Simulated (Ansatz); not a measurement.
Molecule: C₂H₈Cl₂OSi₂ (charge 0, singlet). 
Geometry from a B3LYP-D3(BJ)/def2-TZVP (Ansatz, an electronic-structure program) optimisation:
```xyz
15

C     -2.1678    -1.0660     0.5123
Si    -1.7940     0.1966    -0.8062
C     -2.3525     1.9050    -0.3191
O     -0.1482     0.2394    -1.0748
Si     1.2743     0.0695    -0.3539
Cl     1.6425    -1.9095     0.0538
Cl     1.2859     1.0944     1.4321
H     -1.7025    -0.7880     1.4607
H     -1.7960    -2.0525     0.2308
H     -3.2452    -1.1438     0.6764
H     -2.3973    -0.2009    -2.0986
H     -1.8796     2.2129     0.6159
H     -3.4356     1.9331    -0.1772
H     -2.0945     2.6365    -1.0871
H      2.3496     0.5846    -1.2011
```
Charge 0, spin multiplicity 1.

Total electronic energies in hartree. Valence correlation only, unless marked. Spin-orbit coupling is left out. Non-relativistic. CBS(X,Y): correlation extrapolated as X^-3; Hartree-Fock from the larger set. The bracket is a focal-point correction in the basis named.

```tsv
level	program	energy (Eh)
RI-HF/cc-pV(T+d)Z	Ansatz	-1652.50772
PBE0/STO-3G	Ansatz	-1636.45148
PBE0-D4/def2-TZVPD	Ansatz + dftd4	-1655.27309
PBE0/def2-TZVPD	Ansatz	-1655.25776
PBE0/def2-QZVPP	Ansatz	-1655.31492
r2SCAN0-D4/def2-TZVPD	Ansatz + dftd4	-1655.76760
LC-wPBE-D4/def2-TZVPD	Ansatz + dftd4	-1655.48299
wB97M-V/def2-TZVPD	Ansatz	…
wB97X/def2-TZVPD	Ansatz	-1655.93839
B2PLYP/def2-TZVPD	Ansatz	-1655.35665
RPA@PBE/cc-pV(Q+d)Z	Ansatz	-1654.64804
MP2/cc-pVTZ	Ansatz	-1653.69812
MP2/CBS(cc-pV(T+d)Z,cc-pV(Q+d)Z)	Ansatz	-1653.9104
RI-MP2/CBS(aug-cc-pV(T+d)Z,aug-cc-pV(Q+d)Z)	Ansatz	-1653.9131
SCS-MP2/aug-cc-pV(T+d)Z	Ansatz	-1653.73841
SCS-MP2/cc-pV(T+d)Z	Ansatz	-1653.70746
SCS-MP2/cc-pV(Q+d)Z	Ansatz	-1653.84275
CCSD/6-31G	Ansatz	-1652.58882
CCSD/cc-pV(D+d)Z	Ansatz	-1653.40243
CCSD(T)/aug-cc-pV(D+d)Z	Ansatz	-1653.51798
CCSD(T) with core electrons (1s frozen past Ne)/cc-pwCVTZ	Ansatz	-1655.07610
RI-MP2/CBS(cc-pV(T+d)Z,cc-pV(Q+d)Z)+[CCSD(T)-MP2]/cc-pV(T+d)Z	Ansatz	-1654.0375
CCSD(T)/CBS(cc-pV(T+d)Z,cc-pV(Q+d)Z)	Ansatz	-1654.0323
```

### Question
Fill in the missing entries.

### Answer

- wB97M-V/def2-TZVPD, energy (Eh): -1655.83462
